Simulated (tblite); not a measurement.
C₆H₁₂F₂Si.
Numbering: `[F:1][C@@H:2]1[CH2:3][CH2:4][CH2:5][C@@:6]([F:7])([SiH3:8])[CH2:9]1` (hydrogens: H10 on C2; H11, H12 on C3; H13, H14 on C4; H15, H16 on C5; H17, H18, H19 on Si8; H20, H21 on C9)

Computed with GFN2-xTB (tblite), gas phase: L-BFGS steps from a force-field or distance-geometry start until the largest atomic force falls under 0.01 eV/Å.

Step 7: E = -821.3825 eV
```
atom  x, y, z in Å  |  force x, y, z in eV/Å
F1     -1.5389   -2.1412    1.3578    0.021  -0.011   0.010
C2     -0.8475   -1.0109    0.9532    0.057   0.038  -0.003
C3     -1.8433    0.0180    0.4397   -0.006   0.038  -0.031
C4     -1.1132    1.2351   -0.1210    0.008  -0.012  -0.005
C5     -0.1042    0.8315   -1.1914    0.011   0.043  -0.007
C6      0.8973   -0.2079   -0.6942   -0.088  -0.008   0.073
F7      1.5674   -0.6797   -1.8414    0.079  -0.005   0.002
Si8     2.3084    0.4760    0.4328   -0.029   0.004   0.038
C9      0.1570   -1.4123   -0.1175    0.007  -0.057   0.009
H10    -0.3339   -0.6461    1.8511    0.026   0.037   0.027
H11    -2.4461   -0.4490   -0.3439   -0.002   0.025   0.049
H12    -2.5037    0.3172    1.2568   -0.038  -0.033  -0.072
H13    -1.8442    1.9134   -0.5671    0.032   0.019   0.057
H14    -0.6085    1.7700    0.6881    0.013  -0.057  -0.036
H15     0.4429    1.7126   -1.5304   -0.030   0.030  -0.086
H16    -0.6336    0.4092   -2.0529    0.024   0.029   0.045
H17     1.7158    0.9755    1.6728   -0.011   0.017   0.035
H18     3.2450   -0.6091    0.7080   -0.049  -0.043  -0.022
H19     2.9819    1.5536   -0.2838   -0.041   0.023  -0.056
H20     0.8727   -2.1178    0.3070    0.006  -0.086  -0.028
H21    -0.3802   -1.9213   -0.9242    0.010   0.009   0.000
```

Step 8: E = -821.3844 eV
```
atom  x, y, z in Å  |  force x, y, z in eV/Å
F1     -1.5374   -2.1406    1.3595    0.024  -0.002   0.010
C2     -0.8462   -1.0101    0.9534    0.012   0.018   0.008
C3     -1.8430    0.0182    0.4393    0.018   0.019  -0.019
C4     -1.1119    1.2339   -0.1212   -0.005   0.014  -0.006
C5     -0.1033    0.8313   -1.1915   -0.015   0.038   0.001
C6      0.8944   -0.2084   -0.6924   -0.012   0.020   0.036
F7      1.5703   -0.6778   -1.8390    0.060  -0.011   0.019
Si8     2.3033    0.4758    0.4334    0.043   0.034   0.074
C9      0.1562   -1.4125   -0.1176    0.013  -0.043   0.006
H10    -0.3325   -0.6450    1.8507    0.031   0.041   0.031
H11    -2.4444   -0.4488   -0.3440   -0.019   0.008   0.024
H12    -2.5049    0.3164    1.2550   -0.036  -0.025  -0.060
H13    -1.8417    1.9142   -0.5656    0.024   0.023   0.051
H14    -0.6065    1.7664    0.6879    0.026  -0.037  -0.013
H15     0.4434    1.7118   -1.5318   -0.025   0.030  -0.081
H16    -0.6328    0.4077   -2.0510    0.006   0.023   0.009
H17     1.7140    0.9774    1.6771    0.009   0.000  -0.008
H18     3.2420   -0.6117    0.7052   -0.080  -0.007  -0.024
H19     2.9790    1.5530   -0.2878   -0.070  -0.015  -0.024
H20     0.8734   -2.1163    0.3056    0.006  -0.106  -0.025
H21    -0.3804   -1.9180   -0.9255   -0.010  -0.023  -0.009
```

Step 9: E = -821.3863 eV
```
atom  x, y, z in Å  |  force x, y, z in eV/Å
F1     -1.5355   -2.1400    1.3612    0.024   0.012   0.014
C2     -0.8446   -1.0090    0.9538   -0.021  -0.008   0.017
C3     -1.8424    0.0186    0.4385    0.034  -0.010  -0.004
C4     -1.1107    1.2331   -0.1214   -0.009   0.033  -0.003
C5     -0.1027    0.8318   -1.1916   -0.024   0.019   0.002
C6      0.8917   -0.2086   -0.6901    0.070   0.039  -0.005
F7      1.5741   -0.6761   -1.8362    0.032  -0.005   0.048
Si8     2.2993    0.4763    0.4352    0.082   0.050   0.079
C9      0.1558   -1.4135   -0.1175    0.020  -0.016  -0.001
H10    -0.3307   -0.6431    1.8509    0.028   0.038   0.021
H11    -2.4433   -0.4485   -0.3436   -0.028  -0.012  -0.009
H12    -2.5068    0.3152    1.2521   -0.032  -0.011  -0.037
H13    -1.8391    1.9155   -0.5632    0.005   0.034   0.037
H14    -0.6041    1.7624    0.6874    0.042  -0.012   0.019
H15     0.4433    1.7117   -1.5349   -0.020   0.023  -0.064
H16    -0.6320    0.4070   -2.0490   -0.017   0.011  -0.030
H17     1.7125    0.9792    1.6811    0.022  -0.009  -0.031
H18     3.2378   -0.6144    0.7021   -0.093   0.015  -0.021
H19     2.9749    1.5523   -0.2919   -0.087  -0.040   0.003
H20     0.8742   -2.1174    0.3037   -0.003  -0.105  -0.025
H21    -0.3807   -1.9155   -0.9269   -0.025  -0.046  -0.011
```

Step 10: E = -821.3886 eV
```
atom  x, y, z in Å  |  force x, y, z in eV/Å
F1     -1.5326   -2.1390    1.3638    0.020   0.024   0.023
C2     -0.8426   -1.0078    0.9547   -0.036  -0.032   0.020
C3     -1.8412    0.0190    0.4374    0.034  -0.041   0.009
C4     -1.1092    1.2326   -0.1216   -0.005   0.044   0.005
C5     -0.1022    0.8327   -1.1919   -0.019  -0.011  -0.005
C6      0.8896   -0.2082   -0.6872    0.134   0.044  -0.041
F7      1.5796   -0.6741   -1.8317    0.005   0.005   0.073
Si8     2.2955    0.4778    0.4389    0.086   0.051   0.056
C9      0.1556   -1.4151   -0.1175    0.026   0.018  -0.010
H10    -0.3278   -0.6399    1.8514    0.016   0.028   0.000
H11    -2.4422   -0.4483   -0.3433   -0.028  -0.032  -0.046
H12    -2.5098    0.3134    1.2476   -0.021   0.006  -0.007
H13    -1.8357    1.9180   -0.5595   -0.018   0.048   0.021
H14    -0.6002    1.7570    0.6871    0.056   0.018   0.053
H15     0.4427    1.7120   -1.5399   -0.017   0.009  -0.038
H16    -0.6312    0.4061   -2.0471   -0.039  -0.004  -0.064
H17     1.7109    0.9815    1.6858    0.031  -0.009  -0.036
H18     3.2305   -0.6177    0.6978   -0.085   0.023  -0.008
H19     2.9680    1.5506   -0.2973   -0.087  -0.046   0.024
H20     0.8751   -2.1206    0.3008   -0.022  -0.086  -0.029
H21    -0.3817   -1.9130   -0.9288   -0.031  -0.056   0.000
```

Problem. Estimate the geometry and energy of step 11. (The exact step hangs on the optimiser's Hessian estimate; all steps are aligned on step 10, rigid shifts and turns removed.)

Solution. E = -821.3912 eV, largest force 0.154 eV/Å
```
atom  x, y, z in Å  |  force x, y, z in eV/Å
F1     -1.5289   -2.1376    1.3677    0.011   0.026   0.035
C2     -0.8405   -1.0067    0.9562   -0.028  -0.042   0.008
C3     -1.8397    0.0188    0.4361    0.017  -0.055   0.012
C4     -1.1073    1.2325   -0.1215    0.006   0.040   0.016
C5     -0.1018    0.8336   -1.1926   -0.008  -0.038  -0.018
C6      0.8892   -0.2067   -0.6839    0.140   0.031  -0.057
F7      1.5867   -0.6715   -1.8250   -0.005   0.012   0.074
Si8     2.2921    0.4805    0.4446    0.055   0.032   0.011
C9      0.1558   -1.4165   -0.1179    0.026   0.044  -0.018
H10    -0.3240   -0.6356    1.8518   -0.001   0.012  -0.028
H11    -2.4411   -0.4486   -0.3439   -0.012  -0.045  -0.070
H12    -2.5137    0.3114    1.2421   -0.002   0.020   0.020
H13    -1.8318    1.9220   -0.5545   -0.033   0.055   0.011
H14    -0.5942    1.7505    0.6879    0.057   0.040   0.071
H15     0.4418    1.7121   -1.5466   -0.017  -0.008  -0.008
H16    -0.6311    0.4047   -2.0458   -0.050  -0.015  -0.078
H17     1.7096    0.9842    1.6910    0.033  -0.001  -0.021
H18     3.2200   -0.6214    0.6921   -0.053   0.013   0.015
H19     2.9578    1.5477   -0.3037   -0.066  -0.024   0.034
H20     0.8756   -2.1256    0.2966   -0.046  -0.051  -0.035
H21    -0.3833   -1.9108   -0.9311   -0.023  -0.048   0.024
```

The energy changes by -0.0026 eV. The first-order estimate −F·Δx gives -0.0036 eV and the mean of the old and new forces, exact on a quadratic surface, -0.0026 eV. The step makes an angle of 68° with the force vector and moves no atom by more than 0.012 Å.

What follows is the cost of the whole relaxation. The run took 0.33 s of wall time on one thread, Arm Neoverse V1 (aarch64), no GPU, shared host with 32 logical CPUs at a one-minute load of 26.
